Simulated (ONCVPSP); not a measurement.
**Pseudopotential generation for Re (Z = 75): ONCV, PBE, fully relativistic.**

ONCVPSP 4.0.1 was run on this input:

```
# ATOM AND REFERENCE CONFIGURATION
# atsym  z   nc   nv     iexc    psfile
  Re 75.00   10    4        4      upf
#
#   n    l    f
    1    0    2.00
    2    0    2.00
    2    1    6.00
    3    0    2.00
    3    1    6.00
    3    2   10.00
    4    0    2.00
    4    1    6.00
    4    2   10.00
    4    3   14.00
    5    0    2.00
    5    1    6.00
    5    2    6.00
    6    0    1.00
#
# PSEUDOPOTENTIAL AND OPTIMIZATION
# lmax
    2
#
#   l,   rc,      ep,       ncon, nbas, qcut
    0    1.75    0.00    3    6    6.90
    1    1.15    0.00    4    7    7.60
    2    2.00    0.00    3    8    6.20
#
# LOCAL POTENTIAL
# lloc, lpopt,  rc(5),   dvloc0
    4    5    0.80    0.00
#
# VANDERBILT-KLEINMAN-BYLANDER PROJECTORs
# l, nproj, debl
    0    2    2.30
    1    2    3.50
    2    2    2.30
#
# MODEL CORE CHARGE
# icmod, fcfact, rcfact
    0    0.00    0.00
#
# LOG DERIVATIVE ANALYSIS
# epsh1, epsh2, depsh
   -5.00    5.00    0.04
#
# OUTPUT GRID
# rlmax, drl
    6.00    0.01
#
# TEST CONFIGURATIONS
# ncnf
    4
# nvcnf
#   n    l    f
    4
    5    0    2.00
    5    1    6.00
    5    2    5.00
    6    0    2.00
#
    4
    5    0    2.00
    5    1    6.00
    5    2    5.00
    6    0    1.00
#
    4
    5    0    2.00
    5    1    6.00
    5    2    5.00
    6    0    0.00
#
    4
    5    0    2.00
    5    1    6.00
    5    2    5.50
    6    0    1.50
#
```

Command:

```bash
oncvpspr.x < Re.dat > Re.out
```

The program printed (shortened: citation, most of the input echo, consistency checks and plot data are left out):

```
ONCVPSP  (Optimized Norm-Conservinng Vanderbilt PSeudopotential)
relativistic version 4.0.1

#   n    l    f        energy (Ha)
    1    0    2.00    -2.6298227D+03
    2    0    2.00    -4.5556013D+02
    2    1    6.00    -3.8292916D+02    -4.3584324D+02
    3    0    2.00    -1.0540006D+02
    3    1    6.00    -8.5121214D+01    -9.6612476D+01
    3    2   10.00    -6.7895160D+01    -7.0389049D+01
    4    0    2.00    -2.1931035D+01
    4    1    6.00    -1.5585962D+01    -1.8266692D+01
    4    2   10.00    -9.0818961D+00    -9.5771365D+00
    4    3   14.00    -1.4287170D+00    -1.5209875D+00
    5    0    2.00    -3.0467051D+00
    5    1    6.00    -1.5430975D+00    -1.9432010D+00
    5    2    6.00    -1.3609156D-01    -1.6597018D-01
    6    0    1.00    -1.9508966D-01

Reference configufation results
  iterations    31
  all-electron total energy (Ha)   -1.67177432D+04

Begin loop to  construct optimized pseudo wave functions
and semi-local pseudopoentials for all angular momenta

Calculating optimized projector #   1

 for l=   0

    Fraction of norm inside rc  0.965295
    Optimizing pswf for qcut=   6.89 a_B^-1,  ecut=  23.73 Ha
    Residual kinetic energy error=  6.11D-06 Ha

    Energy error per electron        Cutoff
         Ha          eV             Ha
         0.01000     0.27211       11.91
         0.00100     0.02721       16.48
         0.00010     0.00272       19.67
         0.00001     0.00027       23.37

Calculating optimized projector #   2

 for l=   0

    Fraction of norm inside rc  0.070707
    Optimizing pswf for qcut=   6.89 a_B^-1,  ecut=  23.73 Ha
    Residual kinetic energy error=  4.24D-06 Ha

    Energy error per electron        Cutoff
         Ha          eV             Ha
         0.01000     0.27211        8.05
         0.00100     0.02721       15.54
         0.00010     0.00272       19.44
         0.00001     0.00027       22.79

   Wellstate for l =  1  n =  7 kap= -2
     eigenvalue =   1.9569
     asymptotic potential =   2.4569
     half-point radius =  3.3681

Calculating optimized projector #   1

 for l=   1

    Fraction of norm inside rc  0.447642
    Optimizing pswf for qcut=   7.60 a_B^-1,  ecut=  28.88 Ha
    Residual kinetic energy error=  2.54D-03 Ha

    Energy error per electron        Cutoff
         Ha          eV             Ha
         0.01000     0.27211       23.99
         0.00100     0.02721       43.29
         0.00010     0.00272       95.07
         0.00001     0.00027      111.87

Calculating optimized projector #   2

 for l=   1

    Fraction of norm inside rc  0.053640
    Optimizing pswf for qcut=   7.60 a_B^-1,  ecut=  28.88 Ha
    Residual kinetic energy error=  1.27D-03 Ha

    Energy error per electron        Cutoff
         Ha          eV             Ha
         0.01000     0.27211       19.83
         0.00100     0.02721       31.06
         0.00010     0.00272      135.85
         0.00001     0.00027      160.45

   Wellstate for l =  1  n =  7 kap=  1
     eigenvalue =   1.5568

Calculating optimized projector #   1

 for l=   1

    Fraction of norm inside rc  0.553029
    Optimizing pswf for qcut=   7.60 a_B^-1,  ecut=  28.88 Ha
    Residual kinetic energy error=  5.59D-03 Ha

    Energy error per electron        Cutoff
         Ha          eV             Ha
         0.01000     0.27211       26.08
         0.00100     0.02721       81.92
         0.00010     0.00272      108.76
         0.00001     0.00027      137.14

Calculating optimized projector #   2

 for l=   1

    Fraction of norm inside rc  0.052532
    Optimizing pswf for qcut=   7.60 a_B^-1,  ecut=  28.88 Ha
    Residual kinetic energy error=  2.10D-03 Ha

    Energy error per electron        Cutoff
         Ha          eV             Ha
         0.01000     0.27211       21.62
         0.00100     0.02721       32.21
         0.00010     0.00272       85.64
         0.00001     0.00027      148.97

   Wellstate for l =  2  n =  7 kap= -3
     eigenvalue =   2.1639
     asymptotic potential =   2.6639
     half-point radius =  3.9213

Calculating optimized projector #   1

 for l=   2

    Fraction of norm inside rc  0.568734
    Optimizing pswf for qcut=   6.19 a_B^-1,  ecut=  19.17 Ha
    Residual kinetic energy error=  5.99D-06 Ha

    Energy error per electron        Cutoff
         Ha          eV             Ha
         0.01000     0.27211       10.70
         0.00100     0.02721       13.88
         0.00010     0.00272       16.38
         0.00001     0.00027       19.25

Calculating optimized projector #   2

 for l=   2

    Fraction of norm inside rc  0.124592
    Optimizing pswf for qcut=   6.19 a_B^-1,  ecut=  19.17 Ha
    Residual kinetic energy error=  2.58D-05 Ha

    Energy error per electron        Cutoff
         Ha          eV             Ha
         0.01000     0.27211       12.06
         0.00100     0.02721       15.35
         0.00010     0.00272       17.84
         0.00001     0.00027       21.20

   Wellstate for l =  2  n =  7 kap=  2
     eigenvalue =   2.1340

Calculating optimized projector #   1

 for l=   2

    Fraction of norm inside rc  0.612275
    Optimizing pswf for qcut=   6.19 a_B^-1,  ecut=  19.17 Ha
    Residual kinetic energy error=  9.40D-06 Ha

    Energy error per electron        Cutoff
         Ha          eV             Ha
         0.01000     0.27211       11.16
         0.00100     0.02721       14.33
         0.00010     0.00272       16.75
         0.00001     0.00027       20.17

Calculating optimized projector #   2

 for l=   2

    Fraction of norm inside rc  0.127640
    Optimizing pswf for qcut=   6.19 a_B^-1,  ecut=  19.17 Ha
    Residual kinetic energy error=  4.08D-05 Ha

    Energy error per electron        Cutoff
         Ha          eV             Ha
         0.01000     0.27211       12.49
         0.00100     0.02721       15.68
         0.00010     0.00272       18.37
         0.00001     0.00027       25.87

Construct Vanderbilt / Kleinmman-Bylander projectors

B matrix Hermiticity error, ll=  0  kap= -1
   1   2    3.8812D-04

  Orthonormal projector coefficients  2.3863E+01  1.9673E+00

B matrix Hermiticity error, ll=  1  kap= -2
   1   2   -5.1987D-04

  Orthonormal projector coefficients  2.1488E+01  3.2196E+00

B matrix Hermiticity error, ll=  1  kap=  1
   1   2   -6.4039D-04

  Orthonormal projector coefficients  2.2348E+01  2.9639E+00

B matrix Hermiticity error, ll=  2  kap= -3
   1   2   -2.0924D-04

  Orthonormal projector coefficients  1.3573E+01  1.5024E+00

B matrix Hermiticity error, ll=  2  kap=  2
   1   2   -2.2129D-04

  Orthonormal projector coefficients  1.8827E+01  2.3728E+00

 Orthonormal scalar projector coefficients, l =  1
  2.1514E+01  2.9072E+00  4.8083E-01  6.9945E-03

 Orthonormal spin-orbit projector coefficients, l =  1
 -3.9666E+00  3.0038E+00  6.6611E-01 -1.0602E-01

 Orthonormal scalar projector coefficients, l =  2
  1.5569E+01  1.9459E+00  1.0444E-02  4.0168E-05

 Orthonormal spin-orbit projector coefficients, l =  2
 -2.5481E+00  7.9917E-02  1.9832E-02 -1.3986E-03

Pseudoatom total energy  -79.111950

Diagnostic tests using Vanderbilt-Kleinman-Bylander pseudopotentials
  relativistic with J = L +/- 1/2 projectors

   l  kap   rcore       rmatch      e in        delta e    norm test   slope test

   0  -1   1.7510418   1.8042073  -3.0467051   0.0000092   1.0002659   1.0002521
   0  -1   1.7510418   1.8042073  -0.1950897   0.0000059   1.0000492   1.0000217

   1  -2   1.1519613   1.1869373  -1.5430975  -0.0000462   1.0001419   1.0002474
   1   1   1.1519613   1.1869373  -1.9432010   0.0000040   1.0001839   1.0001853
   1  -2   1.1519613   1.1869373   1.9569025  -0.0000093   1.0008083   1.0008083
   1   1   1.1519613   1.1869373   1.8902151  -0.0000053   1.0007462   1.0007462

   2  -3   2.0093245   2.0703319  -0.1360916  -0.0000134   1.0000440   1.0000070
   2   2   2.0093245   2.0703319  -0.1659702  -0.0000112   1.0000515   0.9999843
   2  -3   2.0093245   2.0703319   2.1639084   0.0000413   1.0002892   1.0002892
   2   2   2.0093245   2.0703319   2.1466469   0.0000396   1.0002950   1.0002950

Diagnostic tests using Vanderbilt-Kleinman-Bylander pseudopotentials
  relativistic with scalar and spin-orbit non-local projectors

   l  kap   rcore       rmatch      e in        delta e    norm test   slope test

   0  -1   1.7510418   1.8042073  -3.0467051   0.0000092   1.0002659   1.0002521
   0  -1   1.7510418   1.8042073  -0.1950897   0.0000059   1.0000492   1.0000217

   1  -2   1.1519613   1.1869373  -1.5430975  -0.0003451   1.0001190   0.9994737
   1   1   1.1519613   1.1869373  -1.9432010  -0.0003505   1.0001779   0.9998001
   1  -2   1.1519613   1.1869373   1.9569025  -0.0005793   1.0007808   1.0007808
   1   1   1.1519613   1.1869373   1.8902151  -0.0004793   1.0007090   1.0007090

   2  -3   2.0093245   2.0703319  -0.1360916  -0.0023791   0.9999412   0.9883223
   2   2   2.0093245   2.0703319  -0.1659702  -0.0030052   1.0001608   0.9884518
   2  -3   2.0093245   2.0703319   2.1639084  -0.0020737   0.9989734   0.9989734
   2   2   2.0093245   2.0703319   2.1466469  -0.0018900   0.9992478   0.9992478

Ghost test for J = L + 1/2

 Testing for bound ghosts
   n   l    E NL Schr. Eq   E Basis Diag.   E Cutoff

       0                       -8.637169     42.13  WARNING - GHOST(-)
   1   0       -3.046696       -3.046612     42.13
   2   0       -0.195084       -0.153545     42.13

   2   1       -1.543144       -1.540122    167.09

   3   2       -0.136105       -0.132429     85.29

 Testing for highly-localized positive-energy ghosts
       l    <radius>/rc     E Basis Diag.   E Cutoff

       1        0.324516        4.525619    167.09  WARNING - GHOST(+)

       2        0.908388       14.173236     85.29  WARNING - GHOST(+)

Ghost test for J = L - 1/2

 Testing for bound ghosts
   n   l    E NL Schr. Eq   E Basis Diag.   E Cutoff

       0                       -8.637169     42.13  WARNING - GHOST(-)
   1   0       -3.046696       -3.046612     42.13
   2   0       -0.195084       -0.153545     42.13

   2   1       -1.943197       -1.942092    167.09

   3   2       -0.165981       -0.163401     85.29

 Testing for highly-localized positive-energy ghosts
       l    <radius>/rc     E Basis Diag.   E Cutoff

       1        0.461014        8.050393    167.09  WARNING - GHOST(+)

       2        0.589070       19.638208     85.29  WARNING - GHOST(+)

Test configuration 0

   n   l kap    f        eae           eps        diff
   1   0  -1  2.0000-2629.82269257
   2   0  -1  2.0000 -455.56012666
   2   1  -2  4.0000 -382.92916208
   2   1   1  2.0000 -435.84323915
   3   0  -1  2.0000 -105.40006286
   3   1  -2  4.0000  -85.12121399
   3   1   1  2.0000  -96.61247610
   3   2  -3  6.0000  -67.89516018
   3   2   2  4.0000  -70.38904909
   4   0  -1  2.0000  -21.93103531
   4   1  -2  4.0000  -15.58596246
   4   1   1  2.0000  -18.26669178
   4   2  -3  6.0000   -9.08189608
   4   2   2  4.0000   -9.57713647
   4   3  -4  8.0000   -1.42871698
   4   3   3  6.0000   -1.52098752
   5   0  -1  2.0000   -3.04670508   -3.04669588    9.20E-06
   5   1  -2  4.0000   -1.54309749   -1.54314372   -4.62E-05
   5   1   1  2.0000   -1.94320098   -1.94319699    3.99E-06
   5   2  -3  3.6000   -0.13609156   -0.13610500   -1.34E-05
   5   2   2  2.4000   -0.16597018   -0.16598140   -1.12E-05
   6   0  -1  1.0000   -0.19508966   -0.19508371    5.95E-06

    Total energies and differences
      AE_ref= -1.67177432E+04  AE_tst= -1.67177432E+04  dif=  0.00E+00
      PS_ref= -7.91119502E+01  PS_tst= -7.91119502E+01  dif=  9.95E-14
      PSP excitation error= -9.95E-14

Test configuration 1

   n   l kap    f        eae           eps        diff
   1   0  -1  2.0000-2629.90017074
   2   0  -1  2.0000 -455.64181703
   2   1  -2  4.0000 -383.01080577
   2   1   1  2.0000 -435.92460380
   3   0  -1  2.0000 -105.48095095
   3   1  -2  4.0000  -85.20208671
   3   1   1  2.0000  -96.69338618
   3   2  -3  6.0000  -67.97636958
   3   2   2  4.0000  -70.47029181
   4   0  -1  2.0000  -22.01175695
   4   1  -2  4.0000  -15.66682570
   4   1   1  2.0000  -18.34745525
   4   2  -3  6.0000   -9.16300359
   4   2   2  4.0000   -9.65819880
   4   3  -4  8.0000   -1.50966872
   4   3   3  6.0000   -1.60196348
   5   0  -1  2.0000   -3.12560519   -3.12478883    8.16E-04
   5   1  -2  4.0000   -1.61548941   -1.61557572   -8.63E-05
   5   1   1  2.0000   -2.01898366   -2.01881148    1.72E-04
   5   2  -3  3.0000   -0.18479695   -0.18491740   -1.20E-04
   5   2   2  2.0000   -0.21721306   -0.21728314   -7.01E-05
   6   0  -1  2.0000   -0.21863365   -0.21860343    3.02E-05

    Total energies and differences
      AE_ref= -1.67177432E+04  AE_tst= -1.67177777E+04  dif= -3.44E-02
      PS_ref= -7.91119502E+01  PS_tst= -7.91462970E+01  dif= -3.43E-02
      PSP excitation error= -7.23E-05

Test configuration 2

   n   l kap    f        eae           eps        diff
   1   0  -1  2.0000-2630.18740012
   2   0  -1  2.0000 -455.92659401
   2   1  -2  4.0000 -383.29560705
   2   1   1  2.0000 -436.20957303
   3   0  -1  2.0000 -105.76593565
   3   1  -2  4.0000  -85.48707687
   3   1   1  2.0000  -96.97836946
   3   2  -3  6.0000  -68.26120397
   3   2   2  4.0000  -70.75511412
   4   0  -1  2.0000  -22.29687631
   4   1  -2  4.0000  -15.95188982
   4   1   1  2.0000  -18.63255502
   4   2  -3  6.0000   -9.44794486
   4   2   2  4.0000   -9.94315975
   4   3  -4  8.0000   -1.79457904
   4   3   3  6.0000   -1.88687311
   5   0  -1  2.0000   -3.41095694   -3.41100232   -4.54E-05
   5   1  -2  4.0000   -1.90197157   -1.90226137   -2.90E-04
   5   1   1  2.0000   -2.30496917   -2.30519997   -2.31E-04
   5   2  -3  3.0000   -0.46217157   -0.46222487   -5.33E-05
   5   2   2  2.0000   -0.49628844   -0.49632279   -3.43E-05
   6   0  -1  1.0000   -0.46613113   -0.46605550    7.56E-05

    Total energies and differences
      AE_ref= -1.67177432E+04  AE_tst= -1.67174376E+04  dif=  3.06E-01
      PS_ref= -7.91119502E+01  PS_tst= -7.88062289E+01  dif=  3.06E-01
      PSP excitation error= -2.49E-05

Test configuration 3

   n   l kap    f        eae           eps        diff
   1   0  -1  2.0000-2630.51614249
   2   0  -1  2.0000 -456.25204480
   2   1  -2  4.0000 -383.62109698
   2   1   1  2.0000 -436.53529949
   3   0  -1  2.0000 -106.09130818
   3   1  -2  4.0000  -85.81245136
   3   1   1  2.0000  -97.30375919
   3   2  -3  6.0000  -68.58642458
   3   2   2  4.0000  -71.08032928
   4   0  -1  2.0000  -22.62232054
   4   1  -2  4.0000  -16.27726264
   4   1   1  2.0000  -18.95797500
   4   2  -3  6.0000   -9.77315248
   4   2   2  4.0000  -10.26839518
   4   3  -4  8.0000   -2.11959568
   4   3   3  6.0000   -2.21190254
   5   0  -1  2.0000   -3.73567533   -3.73705652   -1.38E-03
   5   1  -2  4.0000   -2.22662550   -2.22728269   -6.57E-04
   5   1   1  2.0000   -2.62979011   -2.63070118   -9.11E-04
   5   2  -3  3.0000   -0.77242771   -0.77232291    1.05E-04
   5   2   2  2.0000   -0.80855870   -0.80848397    7.47E-05
   6   0  -1  0.0000   -0.73727309   -0.73727309    0.00E+00

    Total energies and differences
      AE_ref= -1.67177432E+04  AE_tst= -1.67168376E+04  dif=  9.06E-01
      PS_ref= -7.91119502E+01  PS_tst= -7.82064363E+01  dif=  9.06E-01
      PSP excitation error=  1.26E-04

Test configuration 4

   n   l kap    f        eae           eps        diff
   1   0  -1  2.0000-2629.85959065
   2   0  -1  2.0000 -455.59904076
   2   1  -2  4.0000 -382.96805235
   2   1   1  2.0000 -435.88199429
   3   0  -1  2.0000 -105.43863358
   3   1  -2  4.0000  -85.15977794
   3   1   1  2.0000  -96.65105503
   3   2  -3  6.0000  -67.93387920
   3   2   2  4.0000  -70.42778281
   4   0  -1  2.0000  -21.96954638
   4   1  -2  4.0000  -15.62454290
   4   1   1  2.0000  -18.30522290
   4   2  -3  6.0000   -9.12059552
   4   2   2  4.0000   -9.61581343
   4   3  -4  8.0000   -1.46735975
   4   3   3  6.0000   -1.55964056
   5   0  -1  2.0000   -3.08446730   -3.08404893    4.18E-04
   5   1  -2  4.0000   -1.57779057   -1.57784435   -5.38E-05
   5   1   1  2.0000   -1.97949539   -1.97939683    9.86E-05
   5   2  -3  3.3000   -0.15927625   -0.15933586   -5.96E-05
   5   2   2  2.2000   -0.19040166   -0.19043719   -3.55E-05
   6   0  -1  1.5000   -0.20637534   -0.20635496    2.04E-05

    Total energies and differences
      AE_ref= -1.67177432E+04  AE_tst= -1.67177637E+04  dif= -2.05E-02
      PS_ref= -7.91119502E+01  PS_tst= -7.91324106E+01  dif= -2.05E-02
      PSP excitation error= -2.19E-05
```

Note: ghosts flagged at negative energy: s at -235.0 eV; GHOST(+) flagged for p3/2 at 123.1 eV, p1/2 at 219.1 eV, d5/2 at 385.7 eV, d3/2 at 534.4 eV. A true bound ghost makes a file unfit for plane-wave use.

The run took about 6.2 s on one core of a shared server CPU.
